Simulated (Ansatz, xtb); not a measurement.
A geometry optimisation of BFH4Si2 with r2SCAN-D4/def2-SVP

The starting geometry of this gas-phase triplet was built from a drawn formula by distance geometry and a force field; its bonds are those of `B[SiH2][Si]F`.

```xyz
8

B    -1.1742    0.9618    1.9964
F    -2.3278   -2.6447    1.3476
Si   -0.5132   -0.1453    0.5086
Si   -2.0396   -1.7017    0.0637
H    -1.4890    0.4231    2.9954
H    -1.3568    2.1317    1.8503
H    -0.2768    0.7247   -0.6530
H     0.7535   -0.7510    0.9249
```

Predict what becomes of its bonds when it is optimised with r2SCAN-D4/def2-SVP.

A new bond forms, giving a structure given below by its coordinates. Distances that change by over a tenth: Si3–Si4 (2.22 → 2.52 Å). Contacts that close: B1–Si4 (3.40 → 2.05 Å).

The energy falls by 1.11 eV over 13 steps:

```
step  E − E(last) (eV)
   1             1.105
   2             0.854
   4             0.599
   5             0.396
   6             0.174
   8             0.037
   9             0.007
  10             0.003
  12             0.000
  13             0.000
```

Final geometry (Å):

```xyz
8

B    -1.4677    0.6079    1.8389
F    -2.1589   -2.3579    1.4512
Si   -0.0668    0.0639    0.5297
Si   -2.3904   -0.8855    0.7750
H    -1.4180    0.1710    2.9684
H    -1.9445    1.6806    1.5433
H     0.1239    0.7799   -0.7637
H     0.8984   -1.0611    0.6910
```

From the same start GFN2-xTB reaches the same bonding as this run.

The end wasn't checked by frequencies. Open shells are spin-unrestricted. The triplet needn't be the ground state. Run with Ansatz 0.2.0, 56 s on 2 threads of Arm Neoverse V2 (shared host).
